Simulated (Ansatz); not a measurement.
# A small benchmark: atomisation enthalpy at 298 K

8 molecules with oxygen; the atomisation enthalpy at 298 K in kJ/mol, computed less measured. Shapes, held fixed at every level: PBE0-D4/def2-TZVP. Flexible molecules stand in one conformer, not always the lowest. Thermal terms are harmonic and unscaled (PBE0-D4/def2-TZVP); the spin-orbit lowering of the free atoms is taken from their spectra. Programs: Ansatz 0.2.0. Measured values: Active Thermochemical Tables, NIST-JANAF tables.

Levels: A = BHLYP-D4/def2-TZVPP; B = r2SCAN0-D4/def2-TZVPP; C = CAM-B3LYP/def2-TZVPP.

```tsv
molecule	from tabulated heats	A	B	C
NOF (nitrosyl fluoride)	867	-138	-73	+24
HOI (hypoiodous acid)	635	-86	-58	-24
SO2 (SMILES O=S=O)	1072	-174	-92	-38
B(OH)O (oxoborinic acid)	1847	-120	-67	-7
CHFO (formyl fluoride)	1646	-117	-59	+3
H2O2 (hydrogen peroxide)	1070	-115	-70	-6
CH3O (hydroxymethyl radical)	1636	-62	-20	+13
H3NO (hydroxylamine)	1419	-89	-67	+10
```

Which level does best on this set, which worst, and which err to one side?


```
                level                    kind  mean error  mean absolute error  worst case
  BHLYP-D4/def2-TZVPP           global hybrid      -112.6                112.6         SO2
r2SCAN0-D4/def2-TZVPP           global hybrid       -63.2                 63.2         SO2
 CAM-B3LYP/def2-TZVPP  range-separated hybrid        -3.1                 15.6         SO2
```

On this set CAM-B3LYP/def2-TZVPP has the smallest mean absolute error and BHLYP-D4/def2-TZVPP the largest. BHLYP-D4/def2-TZVPP is too low in 8 of 8; r2SCAN0-D4/def2-TZVPP is too low in 8 of 8. The molecules' own spin-orbit binding is left out, so errors for heavy halides read too negative. The tabulated values of NOF, B(OH)O are in doubt (older tables, estimates, or at odds with other calculations) and kept here. Over the 6 molecules whose values aren't doubted the mean absolute errors are A 107.2; B 61.0; C 15.7. Open shells run unrestricted. For atoms past krypton def2 sets carry core potentials with scalar relativity. The set is small.
